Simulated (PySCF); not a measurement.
Zn(Me)(GeH3) (CH₆GeZn), SMILES [CH3][Zn][GeH3].

Geometry: B3LYP-D3(BJ)/def2-SVP. The structure was generated by enumeration; whether it is a known compound was not checked.

Calculation: C-PCM-B3LYP/def2-SVP run with PySCF 2.14.0.

The values are the electrostatic part of the solvation free energy, E(continuum) − E(gas) at the gas-phase geometry, in a cavity of scaled van der Waals radii (PySCF's table); cavitation and dispersion terms are not included. A continuum can't describe solvent molecules that bind to the metal. In vacuum the orbital gap is 6.49 eV. The dipole moment in vacuum is 1.19 D.

Q: Estimate the values in water (ε = 78.36), acetonitrile (ε = 35.69), chlorobenzene (ε = 5.70). (An estimate is asked for; the answer gives what the named calculation found.)

A: 
| solvent | ε | ΔG(elec) (kcal/mol) | dipole (D) | gap (eV) |
|---|---|---|---|---|
| water | 78.36 | -8.3 | 1.83 | 6.61 |
| acetonitrile | 35.69 | -8.1 | 1.81 | 6.60 |
| chlorobenzene | 5.70 | -6.6 | 1.69 | 6.58 |
